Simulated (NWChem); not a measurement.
System: CH₄AlFOS; SMILES C[S][Al]([OH])[F]

The following NWChem deck was run.

```
start job
memory heap 200 mb stack 900 mb global 1100 mb
geometry units angstroms noautoz
  Al    -0.091952     0.767604    -0.000680
  F      0.811229     2.160931     0.001471
  O     -1.784040     0.815682     0.022053
  H     -2.337806     1.596958     0.047627
  S      0.885086    -1.152457    -0.031232
  C     -0.580640    -2.257731    -0.027529
  H     -1.520864    -1.692609     0.008260
  H     -0.517037    -2.914888     0.849850
  H     -0.558362    -2.869586    -0.939052
end
basis spherical
  Al library def2-svp
  F library def2-svp
  O library def2-svp
  H library def2-svp
  S library def2-svp
  C library def2-svp
end
dft
  xc pbe0
  iterations 150
  mulliken
end
task dft energy
```

The geometry was optimised at PBE0/def2-SVP.

Q: Give the results of this calculation. (PBE0/def2-SVP.) Quantities: energy (Ha); highest occupied level (eV); orbital gap (eV); dipole (D).

A: 
| Item | Result |
|---|---|
| energy (Ha) | -855.53 |
| highest occupied level (eV) | -7.14 |
| orbital gap (eV) | 6.67 |
| dipole (D) | 2.47 |
